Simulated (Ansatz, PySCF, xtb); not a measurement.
Gas-phase reaction in SMILES: CO[SiH2]CCO + 2 C (CH4) + O (H2O) + [SiH4] (SiH4) -> CC (C2H6) + 2 CO (CH4O) + C[SiH3] + O[SiH3]
Structures are relaxed separately at B3LYP-D3(BJ)/def2-TZVP in Ansatz (a quantum-chemistry and plane-wave program), one conformer each, not searched for the lowest. Frequencies are from Ansatz or PySCF.
Geometry of the first species:
```
Si
O 1 1.6472
C 2 1.4171 1 123.59
H 3 1.0899 2 108.15 1 -180.00
H 3 1.0949 4 108.64 2 -120.96
H 3 1.0949 4 108.64 5 -118.07
H 1 1.4887 2 110.14 3 59.00
H 1 1.4887 7 107.16 2 119.81
C 1 1.8689 7 111.28 8 121.86
H 9 1.0938 1 108.38 7 62.54
H 9 1.0938 10 106.74 1 -116.55
C 9 1.5161 10 109.35 11 -118.19
H 12 1.0974 9 110.26 10 -62.39
H 12 1.0974 13 107.61 9 120.29
O 12 1.4281 13 110.21 14 120.20
H 15 0.9631 12 108.75 13 -59.31
```
Charge 0, spin multiplicity 1.

Quantity: bond separation energy (enthalpy at 298 K, with B3LYP-D3(BJ) rigid-rotor harmonic-oscillator terms), in eV. Valence correlation only, unless marked. No spin-orbit coupling. Non-relativistic. CBS(X,Y): correlation extrapolated as X^-3; Hartree-Fock from the larger set. [CCSD(T)-MP2]/basis is that difference in the basis named.

```tsv
level	program	bond separation energy (eV)	minus last row
GFN1-xTB	xtb	-0.22	-0.60
HF/6-31G	Ansatz	0.31	-0.07
PBE/def2-TZVPD	Ansatz	0.30	-0.08
BLYP-D4/def2-TZVPD	Ansatz + dftd4	0.40	0.02
revPBE-D4/def2-TZVPD	Ansatz + dftd4	0.40	0.02
B3LYP-D4/def2-TZVPD	Ansatz + dftd4	0.38	0.00
B3LYP/def2-TZVPD	Ansatz	0.26	-0.12
PBE0/STO-3G	Ansatz	0.12	-0.26
CAM-B3LYP-D4/def2-TZVPD	Ansatz + dftd4	0.37	-0.01
B2GP-PLYP-D3(BJ)/def2-TZVPD	Ansatz + dftd3	0.39	0.01
PBE-QIDH/def2-TZVPD	Ansatz	0.35	-0.03
SCS-MP2/STO-3G	Ansatz	0.16	-0.22
SCS-MP2/cc-pwCVTZ	Ansatz	0.33	-0.05
CCSD/6-31G	Ansatz	0.42	0.04
RI-MP2/CBS(cc-pV(T+d)Z,cc-pV(Q+d)Z)+[CCSD(T)-MP2]/cc-pV(T+d)Z	Ansatz	0.38	0.00
```
